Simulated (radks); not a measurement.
Values are calculated unless marked as measured or tabulated.
Task: The terbium ion Tb4+, [Xe] 4f7. Code: a radial shooting solver on a logarithmic mesh with Libxc functionals. Model: non-relativistic Kohn-Sham, exchange-only B88, spin-polarised, spherical densities, point nucleus. Every spin shell is full or empty, so the densities are truly spherical. Functionals are evaluated on that one density, not self-consistently. Rank these orbital-free kinetic functionals by their error against the exact value of the orbitals, and give that value: Thomas-Fermi, von Weizsacker, TF + vW, LC94, APBEK, revAPBEK, Perdew 92, Thakkar, Pearson, LKT, PG1, DePristo-Kress, Ernzerhof.

Result: Exact: 11224.0 hartree. From best to worst, with 100 (|E| - |E exact|)/|E exact| (equal figures are ties): LC94 -0.01, APBEK +0.03, revAPBEK +0.18, DePristo-Kress -0.20, Ernzerhof -0.49, Perdew 92 -0.73, Thakkar -0.74, Pearson -0.92, Thomas-Fermi -4.97, PG1 +13.50, LKT +17.28, TF + vW +33.14, von Weizsacker -61.89.
